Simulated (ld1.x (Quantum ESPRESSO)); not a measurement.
**Transferability test, RRKJ potential for Cu (Z = 29)**

```
Element                 : Cu (Z = 29)
Generator               : ld1.x (Quantum ESPRESSO) 7.5
Type                    : norm-conserving RRKJ (Kleinman–Bylander form)
Functional              : BP86
Relativity              : non-relativistic
Frozen core             : [Ne]
Valence charge          : 19
Reference configuration : 3s2 3p6 3d10 4s0 4p0 (charge +1)
Partial waves           : 3p (bound): rc 0.70 bohr; 3d (bound): rc 1.50 bohr; 3s (bound): rc 0.85 bohr
Local potential         : the s channel
Core correction         : none
rho0                    : 0.005
```

Energies are relative to the spin-unpolarised reference configuration 3s2 3p6 3d10 4s0 4p0; without spin polarisation the order of configurations can differ from experiment.

```json
{"valence configuration": "3s2 3p6 3d10 4s1 4p0", "charge": "0", "ΔE all-electron (eV)": "-8.058", "error AE − PS (meV)": "+116"}
{"valence configuration": "3s2 3p6 3d9 4s0 4p0", "charge": "+2", "ΔE all-electron (eV)": "21.584", "error AE − PS (meV)": "-0.5"}
{"valence configuration": "3s2 3p6 3d8 4s0 4p0", "charge": "+3", "ΔE all-electron (eV)": "60.943", "error AE − PS (meV)": "+111"}
{"valence configuration": "3s2 3p6 3d10 4s0 4p1", "charge": "0", "ΔE all-electron (eV)": "-4.061", "error AE − PS (meV)": "+11"}
{"valence configuration": "3s2 3p6 3d9 4s2 4p0", "charge": "0", "ΔE all-electron (eV)": "-5.686", "error AE − PS (meV)": "+353"}
{"valence configuration": "3s2 3p6 3d9 4s1 4p1", "charge": "0", "ΔE all-electron (eV)": "-0.989", "error AE − PS (meV)": "+218"}
{"valence configuration": "3s2 3p6 3d7 4s0 4p0", "charge": "+4", "ΔE all-electron (eV)": "121.081", "error AE − PS (meV)": "+676"}
```

Levels in the configuration 3s2 3p6 3d7 4s0 4p0:

```json
{"level": "3s", "all-electron (eV)": "-180.126", "pseudo (eV)": "-180.031"}
{"level": "3p", "all-electron (eV)": "-139.776", "pseudo (eV)": "-139.701"}
{"level": "3d", "all-electron (eV)": "-71.406", "pseudo (eV)": "-70.444"}
```

ld1.x printed “convergence not achieved” for 6 of the counted tests; their residual had stalled under 1e-8, short of the target of 1e-14.
